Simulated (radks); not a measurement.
Valence configurations of neutral gold (all share [Xe]). Calculated with a radial shooting solver on a logarithmic mesh with Libxc functionals: scalar-relativistic Kohn-Sham, r2SCAN, spin-unpolarised, spherical densities, finite nucleus; meta-GGA in the generalised Kohn-Sham scheme; Fermi nuclear charge, rms radius 5.4371 fm. Energies are relative to 4f14 5d10 6s1; eigenvalues in eV.

| valence | E (eV) | e(4f) | e(5d) | e(6p) | e(6s) |
|---|---|---|---|---|---|
| 4f14 5d10 6s1 | 0.000 | -81.950 | -7.079 | - | -5.720 |
| 4f14 5d9 6s2 | 1.866 | -85.176 | -9.266 | - | -6.881 |
| 4f14 5d9 6s1 6p1 | 8.018 | -87.363 | -11.368 | -1.966 | -8.225 |
| 4f14 5d8 6s1 6p2 | 18.763 | -92.574 | -15.232 | -3.148 | -10.298 |
| 4f13 5d10 6s2 | 82.955 | -96.616 | -10.392 | - | -6.888 |
| 4f13 5d10 6s1.5 6p0.5 | 86.044 | -97.821 | -11.567 | -1.430 | -7.645 |
| 4f13 5d9.5 6s2 6p0.5 | 88.158 | -99.588 | -12.740 | -1.602 | -8.208 |
| 4f13 5d10 6s1 6p1 | 89.182 | -98.888 | -12.599 | -1.945 | -8.290 |
| 4f13 5d8 6s2 6p2 | 108.18 | -108.06 | -19.054 | -3.511 | -11.467 |
| 4f12 5d10 6s1 6p2 | 194.25 | -116.40 | -18.125 | -3.152 | -10.555 |

NIST lists [Xe] 4f14 5d10 6s1 as the ground configuration; this level of theory agrees among the configurations tried. The energies are those of spherical spin-averaged densities, not of single terms.
